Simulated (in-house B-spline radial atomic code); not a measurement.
Results of a calculation; reference values are marked as such.
# Softness against transferability: the 3d channel of Cr

Cr, [Ar] 3d5 4s1, non-relativistic PBE, spherical and spin-unpolarised, from a B-spline radial code for spherical atoms (atomic units). The all-electron 3d level is ε = -0.110058 hartree and its outer maximum at 0.84 bohr.

Troullier-Martins pseudo-orbitals are made for several radii. The cutoffs (hartree) are the plane-wave energies beyond which the orbital holds less than the named kinetic energy per electron. The phase error is the difference, pseudo minus all-electron, of arctan(R P'/P) at R = 3.82 bohr for all radii, half a hartree below and above the level.

```csv
r_c (bohr),V_l(0) (hartree),cutoff for 10 mEh,for 1 mEh,for 0.1 mEh,phase error at ε − 0.5 (mrad),at ε + 0.5 (mrad)
1.89,-12.88,26.5,32.6,40.1,+0.1,+111.1
2.19,-10.40,21,25.9,37.7,+0.3,+230.3
2.52,-8.44,16.8,21,31,+0.8,+438.9
2.85,-7.01,13.9,17.1,25.6,+1.7,+724.1
3.17,-5.95,11.7,14.4,21.3,+3.6,+1026.9
3.52,-5.06,9.68,12.1,17.3,+7.5,+1315.2
```

(1) Which radius needs the lowest cutoff for 0.1 mEh while both phase errors stay within 724.2 mrad?

(2) What does the larger radius buy, and what does it cost?

Results:

(1) The radii within that limit are 1.89, 2.19, 2.52, 2.85 bohr; of these r_c = 2.85 needs the least, 25.6 hartree, that is 51.2 Ry or 697 eV.

(2) From r_c = 1.89 to 3.52 bohr the cutoff for 1 mEh goes from 32.6 to 12.1 hartree, a factor of 2.69, against 3.47 for a pure 1/r_c² scaling, end to end; step by step it is 32.6, 25.9, 21, 17.1, 14.4, 12.1, and for 0.1 mEh 40.1, 37.7, 31, 25.6, 21.3, 17.3; the number of plane waves goes as the cutoff to the power 3/2, here a factor of 4.4. The larger of the two phase errors is least at r_c = 1.89 bohr, 111.1 mrad; it is 111.1 at the smallest radius and 1315.2 at the largest. These errors test the reference atom alone. Errors of hundreds of milliradians mean that the potential scatters wrongly half a hartree from its level. Large radii also let the cores of neighbours overlap, which an atom doesn't show.
